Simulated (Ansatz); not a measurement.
The first iterations of a band of BClFH2N + H2S (9 atoms, charge 0, multiplicity 1).

Method: RKS PBE0/6-31G* (Ansatz).

* movable images: 5
* climbing image: yes
* spring: 5.0 eV/Å²
* optimiser: quadratic models (default)
* start path: through a guess of the saddle point
* force threshold: 0.05 eV/Å
* iteration limit: 60
* end points: relaxed

Initial state:

```xyz
9
Properties=species:S:1:pos:R:3
B 0.417 -0.119 -0.389
F 0.527 0.083 0.925
N 1.443 -0.721 -1.106
H 2.298 -1.020 -0.661
H 1.398 -0.888 -2.098
Cl -1.073 0.406 -1.191
S -1.201 3.069 2.143
H -1.925 2.881 1.025
H -0.539 1.911 1.981
```

Final state:

```xyz
9
Properties=species:S:1:pos:R:3
B -0.272 0.731 -0.732
F 1.448 0.305 2.158
N 0.841 -0.087 -0.643
H 1.081 -0.757 -1.357
H 1.414 -0.109 0.194
Cl -1.396 0.602 -2.096
S -0.532 2.002 0.580
H -1.854 2.168 0.417
H 0.615 0.746 2.108
```

| iteration | highest image above the first end (eV) | largest band force component (eV/Å) |
| --- | --- | --- |
| 1 | 5.750 | 23.369 |
| 2 | 2.497 | 2.835 |
| 3 | 2.158 | 1.796 |
| 4 | 1.962 | 1.769 |
| 5 | 1.897 | 0.874 |
| 6 | 1.797 | 1.032 |
| 7 | 1.714 | 0.984 |
| 8 | 1.593 | 0.933 |
| 9 | 1.426 | 0.736 |
| 10 | 1.270 | 0.551 |
| 11 | 1.134 | 0.489 |
| 12 | 1.223 | 0.717 |
| 13 | 1.521 | 0.690 |
| 14 | 1.866 | 0.792 |
| 15 | 1.895 | 0.798 |
| 16 | 1.908 | 0.589 |
| 17 | 1.903 | 0.468 |
| 18 | 1.884 | 0.410 |
| 19 | 1.873 | 0.305 |
| 20 | 1.858 | 0.272 |

Problem. Does the band converge within its limit, and where does its top end?

Solution. It did not converge within its limit. It ended after 60 iterations with the highest image 1.824 eV above the first end. The band didn't meet its force threshold, so its energies are provisional: the largest band force was still 0.27 eV/Å, and over the last iterations the top moved between 1.82 and 1.84 eV. Neighbouring images lie up to 1.8 Å apart, so the band is torn or far too coarse. The orbitals stay closed-shell, which can raise the energy where a bond breaks towards radicals; this wasn't checked here.

The run took 11 min on 2 threads of Arm Neoverse V1, with other jobs on the host, peak memory 0.21 GiB.
